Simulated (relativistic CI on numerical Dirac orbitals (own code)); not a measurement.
Method of calculation: Dirac-Coulomb-Breit CI, orbitals from a KLI potential per configuration, a model potential for QED, unscaled Slater integrals (own radial code, finite nucleus).

The strongest absorption lines from the ground level of an ion, among the configurations computed and to levels below about 1540 eV (vacuum wavelength in Å, gf): 8.1728 (2.5), 8.1753 (1.7), 8.2075 (0.78), 8.3879 (0.43), 8.5092 (0.84), 9.9350 (0.36), 9.9393 (0.42), 34.979 (0.84).

Task: Which ion is it?
A. Tb XXXIX
B. Tb XXXVII
C. Sm XXXVI
D. Tb XLI

Result: A. Tb XXXIX has 27 electrons and the ground level 3s²3p⁶3d⁹ ²D5/2; the strongest line goes to 3s²3p⁶3d⁸4f ⁴G°7/2. The pattern of lines fixes the number of electrons, and along that sequence the line energies rise steadily with the charge (about as its square where n changes within one kind of shell, about linearly where n is kept but much faster in heavy ions where fine structure, which grows about as Z⁴, sets the gap, and irregularly where shells cross), which fixes Z. Configurations outside the model, such as inner-shell arrays, can give stronger lines. At this charge energies of transitions that change n are usually good to better than 1 %, and those within a shell (Δn = 0) to a few per cent.

LS names give the leading component of a level, which can be under half, so a name can repeat, a term be missing and a line seem to break the LS rules.
